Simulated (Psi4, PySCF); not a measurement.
The Psi4 input:
```
memory 2 GB

molecule mol {
1 1
  Sb    0.309097    0.145760    0.117138
  F    -1.017131    0.568992   -1.180809
  F    -0.734419   -1.394966    0.517026
}

set basis sto-3g
set reference rks
set scf_type pk
set puream true
set d_convergence 1e-8
set dft_radial_points 99
set dft_spherical_points 590

energy('pbe0')
print_variables()
```

Problem. Convert this to an input for PySCF.

Solution. One answer among several that fit: 
```python
from pyscf import gto, scf, dft

mol = gto.M(
    atom='''
Sb    0.30909700    0.14576016    0.11713826
F    -1.01713081    0.56899201   -1.18080934
F    -0.73441883   -1.39496627    0.51702590
''',
    basis='sto-3g',
    charge=1,
    verbose=4,
)

mf = dft.RKS(mol)
mf.xc = 'pbe0'
mf.grids.atom_grid = (99, 590)
mf.grids.prune = None
mf.kernel()
```

Both were run: Psi4 gave -6449.539089 Eh and PySCF -6449.539175 Eh, 0.086 mEh apart.
